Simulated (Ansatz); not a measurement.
Sn₅⁻, relaxed as a doublet with UKS PBE-D4/def2-SVPD in Ansatz, starting from the GFN1-xTB geometry. Force threshold 0.02 eV/Å.

In the def2 sets Sn takes a core potential; there is no spin–orbit coupling. Another isomer (doublet) lies 0.85 eV lower at PBE0-D4/def2-TZVPD; other spin states weren't run for this one.

Start:

```xyz
5

Sn   -0.5540    2.7576   -0.2622
Sn    0.7676   -2.4247   -1.2242
Sn    0.8722   -1.2414    1.3364
Sn    0.1963    0.2889   -1.2801
Sn   -1.2821    0.6195    1.4302
```

```json
{"step": "1", "energy (eV)": "-29163.4680", "largest force component (eV/Å)": "0.446", "SCF passes": "23"}
{"step": "2", "energy (eV)": "-29163.5117", "largest force component (eV/Å)": "0.208", "SCF passes": "29"}
{"step": "3", "energy (eV)": "-29163.5263", "largest force component (eV/Å)": "0.044", "SCF passes": "25"}
{"step": "4 (rejected)", "energy (eV)": "-29163.5242", "largest force component (eV/Å)": "0.096", "SCF passes": "25"}
{"step": "5", "energy (eV)": "-29163.5281", "largest force component (eV/Å)": "0.008", "SCF passes": "25"}
```

Force components are those of the run's own axes.

End:

```xyz
5

Sn   -0.5210    2.7881   -0.2086
Sn    0.7252   -2.4716   -1.1992
Sn    0.9543   -1.1990    1.3580
Sn    0.2056    0.3057   -1.3570
Sn   -1.3642    0.5768    1.4068
```

By distances, no bond broke or formed. The bond that changes most is Sn3–Sn4, from 3.11 to 3.19 Å (atoms count from 1).

No frequencies were taken in this run, so the end may be a saddle point.

Run time 33 s (4 threads of Arm Neoverse N1 on a shared host).
